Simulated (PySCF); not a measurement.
## Electric field gradients and quadrupole coupling constants

C₉H₄O₂.
SMILES with atom numbers: `[CH3:1][C:2]#[C:3][C:4]#[C:5][c:6]1[cH:7][c:8](=[O:9])[c:10]1=[O:11]` (hydrogens: H12, H13, H14 on C1; H15 on C7)

Cartesian coordinates in Å at the PBE0-D3(BJ)/def2-SVP level; atoms count from 1:
```
atom  x, y, z in Å
C1    -3.8101   -0.9967   -2.2478
C2    -2.6144   -0.6785   -1.4999
C3    -1.5996   -0.4120   -0.8760
C4    -0.4678   -0.1166   -0.1795
C5     0.5480    0.1425    0.4561
C6     1.7377    0.4514    1.1087
C7     2.1808    0.4179    2.4052
C8     3.5544    0.9057    2.0789
O9     4.5569    1.1347    2.6811
C10    3.0822    0.9707    0.5849
O11    3.5201    1.2739   -0.4746
H12   -3.7044   -0.7093   -3.3057
H13   -4.6838   -0.4691   -1.8333
H14   -4.0180   -2.0778   -2.2060
H15    1.6949    0.1303    3.3378
```

Field gradients from the PBE0/pcSseg-1 density (PySCF, non-relativistic), principal values in atomic units, ordered |Vxx| ≤ |Vyy| ≤ |Vzz|:

```csv
atom,Vxx,Vyy,Vzz
O9,0.4420,1.2866,-1.7286
O11,0.3670,1.3425,-1.7096
```

**Question.** Find the asymmetry η = (Vxx − Vyy)/Vzz and the couplings χ = eQV/h (234.96 MHz × Q in barn × V in au), with Q(17O) = −0.0256 b.

**Answer.** 
```json
{"atom": "O9", "environment": "carbonyl oxygen", "nucleus": "17O", "η": "0.49", "χzz (MHz)": "10.40", "χxx (MHz)": "-2.66", "χyy (MHz)": "-7.74"}
{"atom": "O11", "environment": "carbonyl oxygen", "nucleus": "17O", "η": "0.57", "χzz (MHz)": "10.28", "χxx (MHz)": "-2.21", "χyy (MHz)": "-8.08"}
```

The tensor is traceless: Vxx + Vyy + Vzz = 0.

**Question.** What is Vzz at O9 in SI units (1 au = 9.71736 × 10²¹ V/m²)?

**Answer.** -1.7286 au = -16.797 × 10²¹ V/m².

Were the hydrogens deuterons (Q(2H) = 0.00286 b), χzz would run from 192 kHz (H13, H14 and H12) to 206 kHz (H15).

Geometry: PBE0-D3(BJ)/def2-SVP; no solvent, vibrations or thermal averaging. With a basis this small, the couplings can be 20 % off.
